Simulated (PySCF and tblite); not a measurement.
The numbers below are computed, except where a source is named.
System: C₇H₁₁N, numbered as in [CH:1](=[CH:2]\[C@@H:3]1[CH2:4][NH:5]1)/[CH:6]1[CH2:7][CH2:8]1.

Motion: pyramidal inversion at N5. GFN2-xTB gives an electronic barrier of 15.1 kcal/mol and a reaction energy of 0.5 kcal/mol.

Question: What does PBE0/pcSseg-1 + D3(BJ) give on GFN2-xTB geometries?

Answer: A barrier of 14.5 kcal/mol, 0.7 below the tight-binding barrier (from unrounded values), a reaction energy of -1.4 kcal/mol and, with GFN2-xTB thermal terms, ΔG‡(298 K) = 12.8 kcal/mol and k = 2420 s⁻¹ (1 equivalent path).

Programs: tblite and PySCF.
